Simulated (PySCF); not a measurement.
Löwdin shares of the frontier orbitals

Compound: C₃H₁₂AsGa.
Z-matrix (Å and degrees, PBE0-D3(BJ)/def2-SVP geometry), rows numbered from 1:
```
C 
C   1  1.5222
C   2  1.5218  1  112.50
As  3  1.9522  2  115.65  1  -179.53
Ga  4  2.5923  3  116.14  2  -178.43
H   1  1.1003  2  111.21  3  -179.75
H   1  1.1015  2  111.28  3    60.21
H   1  1.1015  2  111.32  3   -59.70
H   2  1.1035  1  109.67  3   121.98
H   2  1.1034  1  109.68  3  -122.13
H   3  1.1024  2  111.45  1    59.93
H   3  1.1023  2  111.56  1   -58.71
H   4  1.5140  3  100.48  2    50.96
H   4  1.5141  3  100.21  2   -48.21
H   5  1.5808  4   96.18  3    58.87
H   5  1.5808  4   96.09  3   -60.08
H   5  1.5770  4   99.61  3   179.50
```

Computed with TDDFT CAM-B3LYP/def2-SVPD, vertical, gas phase, core orbitals frozen in the response (PySCF 2.14.0, density-fitted response routines). Relativistic effects, spin–orbit coupling among them, are left out although an element past zinc is present.

Kohn–Sham orbitals with the atoms that hold most of them (Löwdin shares over 4%, at most four atoms):

```tsv
orbital	ε (eV)	atoms
LUMO+2	1.07	Ga5 50%, As4 14%, H13 5%, H14 5%
LUMO+1	0.96	Ga5 33%, As4 11%, C1 8%, C3 7%
LUMO	0.48	As4 27%, Ga5 13%, H13 12%, H14 11%
HOMO	-9.06	Ga5 40%, H17 27%, H16 25%
HOMO-1	-9.07	Ga5 40%, H15 34%, H16 11%, H17 10%
HOMO-2	-9.34	As4 41%, Ga5 20%, C3 8%, H15 5%
HOMO-3	-11.27	C3 26%, As4 22%, C2 12%, C1 9%
```

**Question.** The HOMO–LUMO gap is 9.55 eV. Where does the response calculation put the lowest singlet, and from which orbitals?

**Answer.** S1 is at 6.68 eV (f = 0.0012), 2.87 eV below the gap, made of HOMO-1/HOMO→LUMO (≥66%), HOMO-1/HOMO→LUMO+1 (≥11%). Without the coupling terms of the response equations the lowest excitation would equal the gap.

Next come S2 at 6.70 eV (f 0.015), HOMO-1/HOMO→LUMO (≥26%), HOMO-1/HOMO→LUMO+1 (≥17%), HOMO-2→LUMO (16%); S3 at 6.84 eV (f 0.037), HOMO-2→LUMO (70%), HOMO-1/HOMO→LUMO (≥13%); S4 at 7.22 eV (f 0.054), HOMO-1/HOMO→LUMO+1 (≥54%), HOMO-1/HOMO→LUMO (≥14%); S5 at 7.29 eV (f 0.032), HOMO-2→LUMO+1 (26%), HOMO-1/HOMO→LUMO+1 (≥23%), HOMO-1/HOMO→LUMO (≥10%).

Orbitals of the list HOMO-3 to LUMO+2 that lie within 0.01 eV of each other are written together with a slash and their weights summed (≥ marks a lower bound); for degenerate orbitals outside that list single weights are arbitrary.

Time: 3.1 min. Hardware: one thread, Arm Neoverse V2, on a shared host.

One conformer stands for the species.
